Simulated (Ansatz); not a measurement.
Cost and result for the atomization energy of C3H4F4 (`CC(F)C(F)(F)F`) (11 atoms, 10 bonds).

Z-matrix (Å, degrees):
```
C
C 1 1.504
H 1 1.090 2 109.2
H 1 1.090 2 110.4 3 -119.8
H 1 1.091 2 110.5 3 119.5
F 2 1.376 1 110.1 3 59.9
C 2 1.523 1 112.9 3 179.7
H 2 1.095 1 111.8 3 -60.0
F 7 1.333 2 112.1 1 -57.6
F 7 1.340 2 109.7 1 62.3
F 7 1.332 2 111.3 1 -178.4
```

Total charge 0; spin multiplicity 1. The structure was optimised at the PBE0-D4/def2-TZVP level. Program: Ansatz. All runs use 4 threads of an Arm Neoverse V1 on a shared host. Times are those of one run each, without the atoms' runs, and a repeat can differ threefold. Electronic energies, without spin–orbit coupling; frozen cores. CCSD(T)/CBS adds CCSD(T) − MP2 in def2-TZVPP to the MP2 limit, and its time is that of the two runs behind it. T1 = 0.011. B3LYP takes the VWN-RPA correlation (the form of Gaussian; ORCA's B3LYP/G).

CCSD(T)/CBS is a level of theory with its own doubt, some kJ/mol a heavy atom from the limit and from the frozen cores, so smaller differences don't rank the functionals.

| level | functions | atomization (kJ/mol) | difference from CCSD(T)/CBS | per bond |
| --- | --- | --- | --- | --- |
| PBE-QIDH/def2-TZVPP | 273 | 4421.3 | -15.1 | -1.5 |
| r2SCANh-D4/def2-TZVPP | 273 | 4422.6 | -13.8 | -1.4 |
| B3LYP-D4/def2-TZVPP (with forces) | 273 | 4415.0 | -21.4 | -2.1 |
| r2SCAN-D4/def2-TZVPP (with forces) | 273 | 4467.3 | 30.9 | 3.1 |
| ωB97X-V/def2-TZVPP | 273 | 4455.5 | 19.1 | 1.9 |
| CCSD(T)/def2-SVP | 118 | 4248.9 | -187.5 | -18.7 |
| CCSD(T)/CBS(def2) | – | 4436.4 | 0.0 | 0.0 |
| BLYP-D4/def2-TZVPP | 273 | 4440.3 | 3.9 | 0.4 |
| PBE0-D4/def2-TZVPP | 273 | 4467.5 | 31.1 | 3.1 |
| PBE-D4/def2-TZVPP (with forces) | 273 | 4600.9 | 164.5 | 16.5 |
| LDA (SPW92)/def2-TZVPP | 273 | 5276.9 | 840.5 | 84.1 |
| CCSD(T)/def2-TZVPP | 273 | 4324.0 | -112.4 | -11.2 |
| MP2/def2-QZVPP | 519 | 4534.4 | 98.0 | 9.8 |

Problem. Order the runs by time, with rough figures. (Best estimate.)

Solution. Ansatz gave: LDA (SPW92)/def2-TZVPP 1.4 s; BLYP-D4/def2-TZVPP 2.3 s; PBE-D4/def2-TZVPP (with forces) 2.9 s; PBE0-D4/def2-TZVPP 3.5 s; B3LYP-D4/def2-TZVPP (with forces) 5.5 s; r2SCAN-D4/def2-TZVPP (with forces) 6 s; r2SCANh-D4/def2-TZVPP 6.5 s; PBE-QIDH/def2-TZVPP 7.5 s; ωB97X-V/def2-TZVPP 9 s; CCSD(T)/def2-SVP 17 s; MP2/def2-QZVPP 33 s; CCSD(T)/def2-TZVPP 9.3 min; CCSD(T)/CBS(def2) 9.8 min.

From PBE to PBE0 (25 % exact exchange), in def2-TZVPP and without D4, the atomization energy moves by −130.1 kJ/mol: exact exchange takes away binding that semilocal exchange gives to molecules. In def2-TZVPP, CCSD(T) changes the Hartree–Fock value by +1165.0 kJ/mol (the triples alone add +78.7 kJ/mol) and MP2 by +1309.3 kJ/mol; breaking electron pairs costs correlation energy, which Hartree–Fock lacks. Leaving LDA and LC-ωPBE aside and taking each functional with its dispersion term where it has one, the values, not all of them listed here, spread over 370.3 kJ/mol, from BHLYP-D4 to PBE-D4. LDA lies +694.9 kJ/mol from PBE without D4, its usual overbinding.
